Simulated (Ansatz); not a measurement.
Molecular dynamics of Cl3FGeH2

Input:

```yaml
crystal:
  periodic: [false, false, false]
  atoms:
    - { symbol: Ge, position_ang: [0.1446, 0.340765, -0.065744] }
    - { symbol: H, position_ang: [0.12257, -0.211412, 1.659585] }
    - { symbol: Cl, position_ang: [1.864184, -0.123282, -1.302996] }
    - { symbol: Cl, position_ang: [-1.277072, 1.840373, -0.724647] }
    - { symbol: F, position_ang: [-0.814324, -1.13411, -0.257047] }
    - { symbol: Cl, position_ang: [1.438322, 1.9762, 1.426526] }
    - { symbol: H, position_ang: [0.64162, 0.562166, 1.863322] }
basis:
  gaussian: { orbitals: def2-SVP }
hamiltonian:
  xc: blyp
md:
  timestep: 0.5
  n_steps: 200
  ensemble: nve
  temperature: 100.0
  initial_velocities: maxwell_boltzmann
  seed: 5597
```

Run as:

```bash
$ ansatz run input.yaml --threads 2 --pin off --max-ram 3072MiB --backend cpu --events-out ev --progress --plain --runs-dir out
```

It starts at the highest image of a converged band. Of that band: Neighbouring images differ by up to 1.5 eV, so the band resolves the path poorly. A vibrational analysis at the climbing image gives one clearly imaginary mode, 1059i cm⁻¹: a first-order saddle point.

Output, in part (one step line in 7, the closing report, with atoms numbered from 0):

```
md step     0: t =     0.00 fs  T =   100.0 K  F+E_penalty+E_count = -96816.82202823 eV  E_kin = 0.064630 eV  conserved = -96816.75739823 eV  (27 SCF iters)
md step     7: t =     3.50 fs  T =    84.1 K  F+E_penalty+E_count = -96816.81169720 eV  E_kin = 0.054353 eV  conserved = -96816.75734384 eV  (30 SCF iters)
md step    14: t =     7.00 fs  T =    89.7 K  F+E_penalty+E_count = -96816.81528361 eV  E_kin = 0.057998 eV  conserved = -96816.75728592 eV  (31 SCF iters)
md step    21: t =    10.50 fs  T =   185.8 K  F+E_penalty+E_count = -96816.87736359 eV  E_kin = 0.120104 eV  conserved = -96816.75725999 eV  (30 SCF iters)
md step    28: t =    14.00 fs  T =   363.7 K  F+E_penalty+E_count = -96816.99311886 eV  E_kin = 0.235039 eV  conserved = -96816.75807956 eV  (29 SCF iters)
md step    35: t =    17.50 fs  T =   356.8 K  F+E_penalty+E_count = -96816.98748325 eV  E_kin = 0.230590 eV  conserved = -96816.75689286 eV  (26 SCF iters)
md step    42: t =    21.00 fs  T =   603.6 K  F+E_penalty+E_count = -96817.14792763 eV  E_kin = 0.390086 eV  conserved = -96816.75784127 eV  (27 SCF iters)
md step    49: t =    24.50 fs  T =   787.5 K  F+E_penalty+E_count = -96817.26645048 eV  E_kin = 0.508991 eV  conserved = -96816.75745986 eV  (29 SCF iters)
md step    56: t =    28.00 fs  T =  1122.8 K  F+E_penalty+E_count = -96817.48425481 eV  E_kin = 0.725685 eV  conserved = -96816.75856954 eV  (26 SCF iters)
md step    63: t =    31.50 fs  T =  1382.0 K  F+E_penalty+E_count = -96817.65183706 eV  E_kin = 0.893176 eV  conserved = -96816.75866146 eV  (26 SCF iters)
md step    70: t =    35.00 fs  T =  1467.4 K  F+E_penalty+E_count = -96817.70595256 eV  E_kin = 0.948393 eV  conserved = -96816.75755928 eV  (26 SCF iters)
md step    77: t =    38.50 fs  T =  1738.5 K  F+E_penalty+E_count = -96817.88180589 eV  E_kin = 1.123577 eV  conserved = -96816.75822891 eV  (25 SCF iters)
md step    84: t =    42.00 fs  T =  1846.6 K  F+E_penalty+E_count = -96817.95022578 eV  E_kin = 1.193489 eV  conserved = -96816.75673668 eV  (27 SCF iters)
md step    91: t =    45.50 fs  T =  1961.7 K  F+E_penalty+E_count = -96818.02570401 eV  E_kin = 1.267820 eV  conserved = -96816.75788414 eV  (26 SCF iters)
md step    98: t =    49.00 fs  T =  2089.8 K  F+E_penalty+E_count = -96818.10832286 eV  E_kin = 1.350650 eV  conserved = -96816.75767248 eV  (27 SCF iters)
md step   105: t =    52.50 fs  T =  2178.0 K  F+E_penalty+E_count = -96818.16549928 eV  E_kin = 1.407620 eV  conserved = -96816.75787976 eV  (26 SCF iters)
md step   112: t =    56.00 fs  T =  2429.9 K  F+E_penalty+E_count = -96818.33001704 eV  E_kin = 1.570471 eV  conserved = -96816.75954613 eV  (26 SCF iters)
md step   119: t =    59.50 fs  T =  2180.6 K  F+E_penalty+E_count = -96818.16610417 eV  E_kin = 1.409315 eV  conserved = -96816.75678926 eV  (27 SCF iters)
md step   126: t =    63.00 fs  T =  2460.6 K  F+E_penalty+E_count = -96818.34912327 eV  E_kin = 1.590298 eV  conserved = -96816.75882487 eV  (27 SCF iters)
md step   133: t =    66.50 fs  T =  2389.9 K  F+E_penalty+E_count = -96818.30188645 eV  E_kin = 1.544609 eV  conserved = -96816.75727764 eV  (26 SCF iters)
md step   140: t =    70.00 fs  T =  2392.8 K  F+E_penalty+E_count = -96818.30402431 eV  E_kin = 1.546467 eV  conserved = -96816.75755704 eV  (25 SCF iters)
md step   147: t =    73.50 fs  T =  2474.7 K  F+E_penalty+E_count = -96818.35724256 eV  E_kin = 1.599374 eV  conserved = -96816.75786846 eV  (27 SCF iters)
md step   154: t =    77.00 fs  T =  2348.8 K  F+E_penalty+E_count = -96818.27491677 eV  E_kin = 1.518035 eV  conserved = -96816.75688221 eV  (27 SCF iters)
md step   161: t =    80.50 fs  T =  2615.5 K  F+E_penalty+E_count = -96818.44970072 eV  E_kin = 1.690376 eV  conserved = -96816.75932499 eV  (27 SCF iters)
md step   168: t =    84.00 fs  T =  2288.3 K  F+E_penalty+E_count = -96818.23559713 eV  E_kin = 1.478952 eV  conserved = -96816.75664512 eV  (27 SCF iters)
md step   175: t =    87.50 fs  T =  2564.9 K  F+E_penalty+E_count = -96818.41719843 eV  E_kin = 1.657681 eV  conserved = -96816.75951787 eV  (27 SCF iters)
md step   182: t =    91.00 fs  T =  2384.8 K  F+E_penalty+E_count = -96818.29929564 eV  E_kin = 1.541264 eV  conserved = -96816.75803127 eV  (26 SCF iters)
md step   189: t =    94.50 fs  T =  2256.0 K  F+E_penalty+E_count = -96818.21513983 eV  E_kin = 1.458048 eV  conserved = -96816.75709192 eV  (27 SCF iters)
md step   196: t =    98.00 fs  T =  2418.3 K  F+E_penalty+E_count = -96818.32161430 eV  E_kin = 1.562930 eV  conserved = -96816.75868476 eV  (27 SCF iters)
md step   200: t =   100.00 fs  T =  2299.6 K  F+E_penalty+E_count = -96818.24452775 eV  E_kin = 1.486256 eV  conserved = -96816.75827127 eV  (28 SCF iters)
Total energy: -96818.24489824 eV, -3558.0048742469 hartree
Atom 0 at    -0.215190    -0.175901    -0.228919 Å, force     0.506504    -0.025699    -1.790356 eV/Å
Atom 1 at    -0.221362    -0.532782     1.177560 Å, force     0.084035    -0.472265     1.749457 eV/Å
Atom 2 at     1.721675     0.041158    -1.184574 Å, force     0.260983    -0.466357     0.072282 eV/Å
Atom 3 at    -0.989833     1.744390    -0.638664 Å, force    -0.862495     0.925020    -0.039710 eV/Å
Atom 4 at    -1.138982    -1.402818    -1.078738 Å, force     0.021887     0.045273    -0.007589 eV/Å
Atom 5 at     2.144768     3.026574     2.011189 Å, force    -1.180028    -0.973286     0.254594 eV/Å
Atom 6 at     3.094043     3.827865     1.839119 Å, force     1.169114     0.967313    -0.238677 eV/Å
Dipole moment:     0.240181     0.195005     0.378778 e Å
```

The run went to its last step. The conserved energy stayed within 0.31 meV per atom of its start (net change -0.12 meV per atom), so the integration is sound. The kinetic energy rose, since the run started high on the potential surface and went downhill. It ends in pieces (Cl2FGeH + ClH), so much of that is their flight and rotation, not heat. A run of 0.1 ps of so small a system gives no equilibrium averages. The orbitals stay closed-shell, which can raise the energy where a bond breaks towards radicals; this wasn't checked here.

Between its relaxed ends the band would form Ge1–Cl6, H2–H7 and break Ge1–H2, Cl6–H7. These pairs go: Ge1–Cl6 2.56 → 4.57 Å, H2–H7 0.95 → 5.52 Å, Ge1–H2 1.81 → 1.45 Å, Cl6–H7 1.68 → 1.25 Å. In the last frame they stand as before the step (other bonds may differ from the relaxed reactants and products). It ends as Cl2FGeH + ClH. Pairs count as bonded within 1.25 times the sum of covalent radii (0.12 Å more for H–H).

Last frame:

```xyz
7
Properties=species:S:1:pos:R:3
Ge -0.215 -0.176 -0.229
H -0.221 -0.533 1.178
Cl 1.722 0.041 -1.185
Cl -0.990 1.744 -0.639
F -1.139 -1.403 -1.079
Cl 2.145 3.027 2.011
H 3.094 3.828 1.839
```

Run time: 6.8 min on 2 threads of Arm Neoverse V1, on a shared host, peak memory 0.2 GiB.
